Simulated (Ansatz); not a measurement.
All values below come from Ansatz (a quantum-chemistry and plane-wave program) with frozen-core CCSD(T)/cc-pVTZ // B3LYP-D3(BJ)/def2-TZVP.

Ansatz 0.2 input:
```yaml
crystal:
  periodic: [false, false, false]
  atoms:
    - { symbol: F, position_ang: [-1.231792, -0.816815, -0.125878] }
    - { symbol: Si, position_ang: [-0.001959, 0.041724, 0.428321] }
    - { symbol: F, position_ang: [1.336642, -0.629446, -0.132388] }
    - { symbol: H, position_ang: [-0.102892, 1.404537, -0.170053] }
basis:
  gaussian: { orbitals: cc-pVTZ }
correlation:
  method: ccsd_t
magnetization:
  spin_polarized: true
  initial_magnetization: 1
```

Output:

```
Functional definition: HF
656 factors; integrals over basis functions are off by at most 8.1e-4 eV
mean field evaluation 1: about -13292.1607 eV, gradient 2.5e1 eV
mean field evaluation 2: about -13292.1759 eV, gradient 2.5e1 eV
mean field evaluation 4: about -13294.5875 eV, gradient 2.1e0 eV
mean field evaluation 8: about -13294.6581 eV, gradient 2.2e-3 eV
mean field evaluation 16: about -13294.6329 eV, gradient 2.8e-1 eV
mean field -13294.65809952 eV, -488.5696737145 hartree, gradient 5.9e-6 eV, S^2 0.754573; 0 other end points of the search recorded, 0 dependent functions left out
7 core orbitals not correlated
reference -13294.65809952 eV, -488.5696737145 hartree; 10, 9 occupied and 91, 92 virtual orbitals, 656 factors
second order -16.34755017 eV of doubles, -0.00000000 eV of singles
cycle   1  -16.15645322 eV  change    1.9e-1 eV  update   8.5e-2
cycle   2  -16.49829242 eV  change   -3.4e-1 eV  update   2.6e-2
cycle   3  -16.59084693 eV  change   -9.3e-2 eV  update   1.5e-2
cycle   4  -16.57814581 eV  change    1.3e-2 eV  update   4.1e-3
cycle   5  -16.57646831 eV  change    1.7e-3 eV  update   2.1e-3
cycle   6  -16.57812635 eV  change   -1.7e-3 eV  update   7.4e-4
cycle   7  -16.57807762 eV  change    4.9e-5 eV  update   3.3e-4
cycle   8  -16.57806169 eV  change    1.6e-5 eV  update   1.1e-4
cycle   9  -16.57809732 eV  change   -3.6e-5 eV  update   4.2e-5
cycle  10  -16.57807594 eV  change    2.1e-5 eV  update   1.6e-5
perturbative correction -0.48162590 eV, -0.0176994255 hartree
Total energy: -13311.71780136 eV, -489.1966061937 hartree
```

Cost: very roughly 6 core-seconds.
